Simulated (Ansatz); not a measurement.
The cluster Rb₄H₅⁻, relaxed as a singlet with RKS B3LYP-D4/def2-SVPD in Ansatz, starting from the GFN2-xTB geometry. Force threshold 0.02 eV/Å.

In the def2 sets Rb takes a core potential; there is no spin–orbit coupling. The restricted singlet is unstable towards broken spin symmetry at other levels; at B3LYP-D4/def2-SVPD this wasn't settled. The highest occupied level of the charge -1 singlet lies above zero (up to 0.33 eV). The electron is either unbound and held by the finite basis, or the level is raised by self-interaction error. In the singlet, H5 and H8 lie 0.77 Å apart (atoms count from 1), so H2 has formed as a molecule. The structure comes from a short search, and lower isomers may exist.

Start:

```xyz
9

Rb    0.557   -1.978    0.520
Rb   -0.787    1.954   -2.873
Rb    0.678    3.185    0.546
Rb    2.835    0.757   -1.652
H    -2.399   -1.475    2.622
H     0.392   -1.295   -2.561
H    -1.376    0.501    0.086
H    -2.012   -1.062    2.042
H     2.111   -0.587    1.271
```

Question: Estimate the energy that the relaxation releases and the steps that it takes.

Answer: 1.09 eV, in 25 steps; 2.2 min on 4 threads of Intel Xeon Platinum 8175M on a shared host. No frequencies were taken in this run, so the end may be a saddle point.

Question: Does the start keep its bonding?

Answer: Bonds formed: Rb3–H9, Rb4–H9 (atoms count from 1). Metal–metal contacts that move far: Rb1–Rb2 5.36 to 4.57 Å, Rb1–Rb3 5.16 to 4.40 Å.

Question: Predict the relaxed structure.

Answer: 
```xyz
9

Rb   -0.071   -2.096   -0.058
Rb   -0.942    1.417   -2.843
Rb    0.203    2.020    1.484
Rb    3.175    0.621   -1.271
H    -1.285   -0.484    2.714
H     1.013   -1.177   -2.910
H    -2.153    0.320   -0.055
H    -1.624   -0.320    2.040
H     1.684   -0.300    0.900
```
Bond lengths (bridged metal pairs left out): 3 × Rb–Rb 4.48 to 4.57 Å; 3 × H–Rb 2.69 to 2.81 Å.
